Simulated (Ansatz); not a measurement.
Basis sets compared for cyclo-(Cl2SnNH)3 (Sn₃N₃Cl₆H₃). Charge 0, multiplicity 1. Geometry PBE-D4/def2-SVP. Ansatz on 2 threads of AMD EPYC 7R13 on a shared host and a share (18 GiB) of an NVIDIA H100 80GB HBM3; times are rough, and most runs start from earlier orbitals.

Cartesian coordinates in Å:
```
Sn 1.814 0.947 0.238
Cl 3.957 0.962 1.203
Cl 1.639 2.922 -1.052
N 1.603 -0.757 -0.879
Sn -0.243 -1.396 -1.494
Cl -1.074 -0.172 -3.341
Cl -0.081 -3.632 -2.197
N -1.469 -1.310 0.144
Sn -1.527 0.352 1.339
Cl -2.600 -0.199 3.355
Cl -2.752 2.137 0.383
N 0.422 0.839 1.736
H 2.263 -0.749 -1.673
H -2.423 -1.617 -0.099
H 0.473 1.673 2.341
```

In the def2 sets Sn takes a core potential; there is no spin–orbit coupling. Single mean-field runs in def2-TZVP are fitted with def2-universal-jkfit.

Binding counts from free atoms (Sn triplet, Cl doublet, N quartet, H doublet) in the same basis, without a counterpoise term.

| level | functions | energy (Eh) | HOMO (eV) | LUMO (eV) | binding per atom (eV) | wall time |
| --- | --- | --- | --- | --- | --- | --- |
| PBE-D4/def2-SVP | 243 | -3568.1807 | -7.06 | -4.14 | 3.21 | 8 s |
| PBE0-D4/def2-SVP | 243 | -3568.4332 | -8.58 | -3.38 | 3.09 | 16 s |

(1) Estimate the rows for PBE-D4/def2-TZVP (with forces), PBE0-D4/def2-TZVP.

Results:

(1) 
```json
{"level": "PBE-D4/def2-TZVP (with forces)", "functions": "483", "energy (Eh)": "-3569.3827", "HOMO (eV)": "-7.31", "LUMO (eV)": "-4.36", "binding per atom (eV)": "3.25", "wall time": "5.5 s"}
{"level": "PBE0-D4/def2-TZVP", "functions": "483", "energy (Eh)": "-3569.6217", "HOMO (eV)": "-8.74", "LUMO (eV)": "-3.55", "binding per atom (eV)": "3.13", "wall time": "4.6 s"}
```
